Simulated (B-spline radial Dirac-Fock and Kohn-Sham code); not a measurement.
# Pb²⁺ in Watson spheres of different radius

Model: Dirac-Fock energy differences between relaxed states, corrected for Breit and QED terms. Program: a radial atomic solver. The ion, [Xe] 4f14 5d10 6s2, sits in a hollow sphere of charge Q = -2, a simple model of the Madelung potential. Inside the sphere an electron's potential energy is raised by the constant 14.40·|Q|/R eV, so binding energies fall by about that much as long as the orbitals stay inside.

```tsv
radius (Å)	14.40 |Q|/R (eV)	1s (eV)	2s (eV)	2p1/2 (eV)	2p3/2 (eV)	3s (eV)	3p1/2 (eV)	3p3/2 (eV)	3d3/2 (eV)	3d5/2 (eV)	4s (eV)	4p1/2 (eV)	4p3/2 (eV)	4d3/2 (eV)	4d5/2 (eV)	4f5/2 (eV)	4f7/2 (eV)	5s (eV)	5p1/2 (eV)	5p3/2 (eV)	5d3/2 (eV)	5d5/2 (eV)	6s (eV)
1.6	18.00	88007.5	15875.2	15207.1	13042.7	3865.8	3567.3	3079.3	2594.6	2492.5	907.3	777.8	657.6	446.7	424.3	149.1	144.2	162.0	116.1	93.94	28.10	25.53	12.41
2.4	12.00	88013.0	15880.8	15212.6	13048.2	3871.3	3572.8	3084.9	2600.1	2498.1	912.9	783.3	663.1	452.3	429.8	154.6	149.8	167.6	121.7	99.49	33.67	31.11	17.80
```

From the smallest to the largest radius 1s moves by +5.5 eV, while the constant potential alone would give +6.0 eV; the difference comes from charge outside the sphere and its screening.

Values without a named source are computed, but for edge energies of neutral atoms, which are taken from tables.
